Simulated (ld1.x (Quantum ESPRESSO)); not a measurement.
## Cutoff test, In, TM

ld1.x (Quantum ESPRESSO) 7.5 input, shortened:

```
&input
   title='In', zed=49., rel=1, dft='BLYP', iswitch=3,
   config='[Kr] 4d10 5s2 5p0.5'
 /
 &inputp
   pseudotype=2, tm=.true., lloc=0,
   nlcc=.true., new_core_ps=.true., rcore=0.80
 /
3
5P  2  1   0.50   0.00  1.90  1.90  0.0
4D  3  2  10.00   0.00  0.95  0.95  0.0
5S  1  0   2.00   0.00  1.85  1.85  0.0
 &test
   configts(1)='4d10 5s2 5p0.5'
 /
```

The pseudo-atom Hamiltonian at the reference potential is diagonalised in spherical Bessel functions j_l(qr) that vanish at 20 bohr, with q² up to the cutoff. All-electron valence levels (Ry): 5p -0.3896, 4d -1.6104, 5s -0.8361.

Question: How do the lowest levels (Ry) of each channel move with the cutoff, and are there ghosts?

Answer:

| cutoff (Ry) | p #1 | d #1 | d #2 | s #1 | s #2 | f #1 | f #2 | Σ f·Δε (mRy) |
| --- | --- | --- | --- | --- | --- | --- | --- | --- |
| 8 | -0.2488 | -0.0944 | 0.0001 | -0.8236 | -0.1412 | 0.0206 | 0.1331 | 15255.8 |
| 21 | -0.3762 | -0.2565 | -0.0357 | -0.8337 | -0.1426 | 0.0206 | 0.1331 | 13550.7 |
| 45 | -0.3893 | -1.3829 | -0.0586 | -0.8358 | -0.1428 | 0.0206 | 0.1331 | 2275.9 |
| 70 | -0.3895 | -1.5882 | -0.0598 | -0.8360 | -0.1429 | 0.0206 | 0.1331 | 222.2 |
| 120 | -0.3896 | -1.6095 | -0.0599 | -0.8361 | -0.1429 | 0.0206 | 0.1331 | 8.7 |
| 230 | -0.3896 | -1.6103 | -0.0599 | -0.8361 | -0.1429 | 0.0206 | 0.1331 | 0.6 |
| 400 | -0.3896 | -1.6104 | -0.0599 | -0.8361 | -0.1429 | 0.0206 | 0.1331 | 0.0 |

Result: no extra level below or beside the all-electron valence levels (p, d, s, f tested); 10 mRy is reached at 120 Ry and 1 mRy at 180 Ry.
